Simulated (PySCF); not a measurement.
Cartesian coordinates in Å; atom numbers follow the order of the lines, from 1:
```xyz
16

C    -2.334    0.681   -0.576
C    -1.541   -0.464   -0.003
O    -2.064   -1.493    0.356
C    -0.063   -0.274    0.105
C     0.700   -1.317    0.631
C     2.071   -1.155    0.737
N     2.700   -0.055    0.362
C     1.981    0.935   -0.137
C     0.603    0.885   -0.289
H    -3.387    0.413   -0.598
H    -1.997    0.900   -1.588
H    -2.201    1.571    0.036
H     0.209   -2.225    0.944
H     2.697   -1.939    1.139
H     2.539    1.815   -0.429
H     0.079    1.731   -0.703
```

Computed data (PySCF 2.14.0 with density-fitted response routines): geometry: GFN2-xTB, PBE0/pcSseg-1 with gauge-including orbitals. One computed conformer, no solvent model, fast rotation and ring inversion assumed for equivalent nuclei, relativity neglected.

Referencing at the same level of theory: TMS for $^{13}$C (σref 186.93).

Do the $^{13}$C shifts follow the atomic charges (in e)? Tabulate both.

Answers


```json
{"atoms": "C2", "hybridisation": "sp2", "δ (ppm)": "201.5", "σ para (ppm)": "-260", "Hirshfeld": "+0.17", "IAO": "+0.38", "Mulliken": "+0.27", "ESP-fitted": "+0.58"}
{"atoms": "C6/C8", "hybridisation": "sp2", "δ (ppm)": "157.2", "σ para (ppm)": "-221", "Hirshfeld": "+0.02", "IAO": "-0.01", "Mulliken": "+0.18", "ESP-fitted": "+0.58"}
{"atoms": "C4", "hybridisation": "sp2", "δ (ppm)": "145.3", "σ para (ppm)": "-223", "Hirshfeld": "-0.01", "IAO": "-0.04", "Mulliken": "-0.26", "ESP-fitted": "+0.39"}
{"atoms": "C5/C9", "hybridisation": "sp2", "δ (ppm)": "126.4", "σ para (ppm)": "-194", "Hirshfeld": "-0.04", "IAO": "-0.17", "Mulliken": "-0.10", "ESP-fitted": "-0.66"}
{"atoms": "C1", "hybridisation": "sp3", "δ (ppm)": "28.9", "σ para (ppm)": "-96", "Hirshfeld": "-0.12", "IAO": "-0.48", "Mulliken": "-0.25", "ESP-fitted": "-0.61"}
```

Correlation coefficients of δ with charge over these carbons: Hirshfeld +0.92, IAO +0.96, Mulliken +0.74, ESP-fitted +0.78; with the paramagnetic shielding -0.99. Among the 4 sp2 carbons alone: Hirshfeld +0.99, IAO +0.99, Mulliken +0.77, ESP-fitted +0.72. With so few points, grouped by hybridisation, these coefficients are fragile. Charge is one influence among several: hybridisation and low-lying excitations act through the paramagnetic term.

Shifts are as computed. Against solution values, carbons near 30 ppm lie about +3 ppm off and those near 130 ppm about +5 ppm. Of 1211 compounds with measured shifts, 218 miss one by over three times the rms of a fit or turn the order of signals round; such compounds aren't used in these exercises.
